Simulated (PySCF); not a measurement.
Compound: C₆H₇Cl.
Atom-mapped SMILES: `[CH:1]#[C:2][CH2:3][C:4](=[CH2:5])[CH2:6][Cl:7]` (hydrogens: H8 on C1; H9, H10 on C3; H11, H12 on C5; H13, H14 on C6)

Level of theory: PBE0-D3(BJ)/def2-SVP geometry optimisation, gas phase (PySCF).

(1) List the bond lengths, angles and torsions at this level.

Answers

(1) 
```csv
bond,length (Å),order
C1≡C2,1.211,triple
C2–C3,1.459,single
C3–C4,1.511,single
C4=C5,1.336,double
C4–C6,1.494,single
C6–Cl7,1.801,single
C1–H8,1.074,single
"C3–H9, C3–H10",1.103,single
C5–H11,1.093,single
C5–H12,1.093,single
"C6–H13, C6–H14",1.098,single
```

Bonds in one row agree within 0.01 Å and their mean is given. Orders are formal, as drawn. A selection of angles:
```csv
angle,degrees
C2–C1–H8,179.5
C1–C2–C3,179.0
C2–C3–C4,112.8
C2–C3–H9,109.8
C4–C3–H9,109.8
C4–C3–H10,108.5
H9–C3–H10,107.0
C3–C4–C5,122.2
C3–C4–C6,116.4
C5–C4–C6,121.4
C4–C5–H11,121.4
C4–C5–H12,121.3
H11–C5–H12,117.3
C4–C6–Cl7,111.5
C4–C6–H13,111.5
Cl7–C6–H13,107.2
Cl7–C6–H14,106.1
H13–C6–H14,109.4
```

Dihedral angles: C2–C3–C4–C5 118° (anticlinal); C3–C4–C6–Cl7 -63° (synclinal). The mirror-image conformer, all signs reversed, is as good.

The 5 C–C bonds span 1.211 Å (C1≡C2, drawn triple) to 1.511 Å (C3–C4, drawn single), a spread of 0.300 Å. Of the pairs four or more bonds apart, C2···H14 is among the closest relative to their van der Waals radii: 2.75 Å, 95 % of the sum of Bondi's values.

Point group: C1 (no symmetry element, even within 0.4 Å). Stationary, but not proved a minimum. One conformer, not necessarily the lowest.

The run took 54 s wall on one thread, Arm Neoverse V2 (shared host). That covers the optimisation of the geometry.
